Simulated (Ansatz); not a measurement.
`B[SiH2]C(=N)O` → `CB1O[SiH]1N`  (isomerisation)

Program: Ansatz. Geometries: PBE0-D4/def2-TZVP. ΔE: electronic, gas phase. CCSD(T)/CBS is the MP2 limit (def2-TZVPP, def2-QZVPP) plus CCSD(T) − MP2 in def2-TZVPP, frozen cores. Functionals use def2-TZVPP. Each species was taken in one conformer, which may not be the lowest.

| level | ΔE (kJ/mol) |
| --- | --- |
| B2PLYP | -360.8 |
| CCSD(T)/def2-TZVPP | -357.4 |

Question: What does CCSD(T)/CBS give? (An estimate is asked.)

Answer: Ansatz gave: -364.9 kJ/mol. The listed levels differ from it by 4.1, 7.5 kJ/mol.

Largest T1 diagnostic among the species: 0.014.

From PBE to PBE0 (25 % exact exchange), in def2-TZVPP and without D4, ΔE moves by −9.0 kJ/mol. In def2-TZVPP, CCSD(T) changes the Hartree–Fock value by −28.1 kJ/mol (the triples alone add −0.6 kJ/mol) and MP2 by −50.6 kJ/mol.
